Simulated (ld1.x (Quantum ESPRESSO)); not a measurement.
**What one change does to a pseudopotential (Ni, TM)**

* Element: nickel
* Generator: ld1.x (Quantum ESPRESSO) 7.5
* Type: norm-conserving Troullier–Martins (Kleinman–Bylander form)
* Functional: PBEsol
* Relativity: scalar-relativistic
* Frozen core: [Ne] 3s2
* Valence charge: 16
* Reference configuration: 3p6 3d8 4s0.5 4p0 (charge +1.5)
* Partial waves: 4s (bound): rc 1.65 bohr; 3p (bound): rc 0.95 bohr; 3d (bound): rc 1.65 bohr
* Local potential: all-electron potential smoothed inside 0.75 bohr (lloc = -1)
* Core correction: a·sin(br)/r model core, default radius (core density twice the valence density)

All-electron outer shells of the reference configuration (PBEsol, scalar-relativistic, ld1.x):

```tsv
shell	level (eV)	outermost node (bohr)	outermost maximum (bohr)
3s	-125.00	0.30	0.64
3p	-85.49	0.27	0.65
3d	-23.00	–	0.63
4s	-17.24	0.91	2.08
4p	-11.08	0.99	2.54
```

Change: reference 3p6 3d8 4s2 4p0.

Cutoffs: the cutoffs (Ry, on a coarse ladder) from which the occupation-weighted sum of valence levels, in a spherical-Bessel basis at the reference potential, stays within 10 and 1 mRy of its value at 400 Ry; they do not see the model core or the augmentation charge, which bear on the density cutoff. Errors are all-electron minus pseudo energies relative to the spin-unpolarised reference configuration.

Q: What does the change do?

A: The potential gets neither clearly harder nor softer (140 Ry and 180 Ry → 140 Ry and 180 Ry); both files keep a bound ghost (s); the range in which the d phases agree widens (upper end 1.4 → 2.4).

```csv
quantity,base,changed
"cutoff, loose",140 Ry,140 Ry
"cutoff, tight",180 Ry,180 Ry
loose cutoff by channel (10 mRy a level),"s 21 Ry, p 70 Ry, d 90 Ry","s 18 Ry, p 70 Ry, d 90 Ry"
bound ghosts,s,s
"largest error over its own tests, meV",+17,-299
s: phases at 1.80 bohr within 0.05 rad from the reference energy up to (Ry; the scan ends near 5),-0.3,0.5
p: phases at 1.80 bohr within 0.05 rad from the reference energy up to (Ry; the scan ends near 5),to the end of the scan,to the end of the scan
d: phases at 1.80 bohr within 0.05 rad from the reference energy up to (Ry; the scan ends near 5),1.4,2.4
```

 A true bound ghost makes a file unfit for plane-wave use even where its test errors are small: the radial tests pick states by their node count and pass the ghost by.
